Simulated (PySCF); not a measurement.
Electronic absorption of CH8BPS

Compound: CH8BPS.
SMILES with atom numbers: `[CH3:1][S:2][BH2-:3][PH3+:4]` (hydrogens: H5, H6, H7 on C1; H8, H9 on B3; H10, H11, H12 on P4)

Structure used (PBE0-D3(BJ)/def2-SVP), in Å, numbered top down from 1:
```xyz
12
CH8BPS angstrom
C      1.9431    0.3603    0.2656
S      1.0063   -0.1726   -1.1932
B     -0.4214   -1.1242   -0.4019
P     -1.6729    0.3455   -0.0243
H      2.8157    0.9297   -0.0834
H      2.2901   -0.5093    0.8422
H      1.3532    1.0117    0.9300
H     -1.0047   -1.8130   -1.2177
H     -0.1721   -1.6697    0.6575
H     -2.9241    0.1920    0.6429
H     -2.0842    1.0422   -1.1827
H     -1.1278    1.4058    0.7380
```

Level of theory: PySCF 2.14.0, density-fitted response routines, TDDFT CAM-B3LYP/def2-SVPD, vertical, gas phase, core orbitals frozen in the response.

```csv
state,E (eV),ν̃ (cm⁻¹),f,"main configurations (H = HOMO, L = LUMO)"
S1,5.37,43310,0.0071,"H→L (56%), H→L+1 (25%), H→L+2 (11%)"
S2,5.46,44070,0.018,"H→L+1 (57%), H→L (32%)"
S3,5.73,46210,0.064,"H→L+2 (50%), H→L+3 (28%)"
S4,6.00,48370,0.013,"H→L+3 (39%), H→L+4 (24%), H→L+2 (17%)"
S5,6.20,50020,0.085,"H→L+4 (44%), H→L+3 (19%), H→L+2 (16%)"
S6,6.56,52880,0.035,H→L+5 (81%)
S7,6.79,54800,0.045,H→L+6 (88%)
S8,7.04,56750,0.0064,"H→L+7 (61%), H→L+4 (14%), H→L+8 (12%)"
S9,7.31,59000,0.013,"H-1→L (69%), H→L+9 (9%)"
S10,7.33,59160,0.034,"H→L+8 (31%), H-1→L (21%), H→L+9 (17%)"
```

Triplets (Tamm–Dancoff): T1 5.03 eV, H→L+1 (54%), H→L+2 (25%); T2 5.30 eV, H→L+2 (42%), H→L (30%), H→L+1 (15%); T3 5.37 eV, H→L (64%), H→L+2 (18%); T4 5.74 eV, H→L+4 (47%), H→L+1 (17%), H→L+7 (10%).

The lowest singlet lies at 5.37 eV (231 nm, ultraviolet) and is weak; its leading configuration is HOMO→LUMO (56%). The most intense listed level is S5 at 6.20 eV (200 nm, f = 0.085), 0.83 eV above S1. Löwdin shares by element: HOMO sulfur 66%, carbon 10%, boron 8%, phosphorus 8%; LUMO hydrogen 26% or more, phosphorus 26%, boron 18% (atoms not listed hold the other 30%). Weighted by f, the mean energy of these states is 6.34 eV. Of the 10 states listed, 8 reach f = 0.01 and none stays under 0.0005. The oscillator strengths of these states sum to 0.321; summed over the whole spectrum of an exact calculation they would give the number of electrons, 50 (Thomas–Reiche–Kuhn). The vertical ionisation energy (ΔSCF) is 8.10 eV, 0.76 eV above S10. The window holds the lowest 10 singlets.

One conformer stands for the species.
